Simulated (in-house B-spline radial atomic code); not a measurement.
# Binding energies in the phosphorus ion P⁷⁺

NIST's tabulated ground configuration is [He] 2s2 2p4; each binding energy is the energy of the ion with one electron taken from that subshell, relaxed, less that of the parent. Method: Dirac-Hartree-Fock, average of configuration, Fermi nucleus of rms radius 3.1889 fm. Calculated with an all-electron radial atomic-structure program (B-spline basis). Energies include first-order Breit, QED and recoil terms.

```csv
subshell,X-ray name,binding energy (eV),-ε (eV),relaxation (eV)
1s,K,2363.2,2380.3,15.3
2s,L1,361.4,363.1,1.6
2p,"L2,3",314.3,316.5,2.1
```

Relaxation = -ε minus the binding energy without Breit, QED and recoil terms.

(1) What does it cost to remove two 2p electrons?

(2) What does it cost to remove both a 1s and a 2p electron?

(3) What does it cost to remove two 1s electrons?

## Answers

(1) 680.64 eV, which is 52.03 eV more than the two single binding energies together.

(2) 2746.5 eV, which is 69.05 eV more than the two single binding energies together.

(3) 4950.4 eV, which is 224.1 eV more than the two single binding energies together.
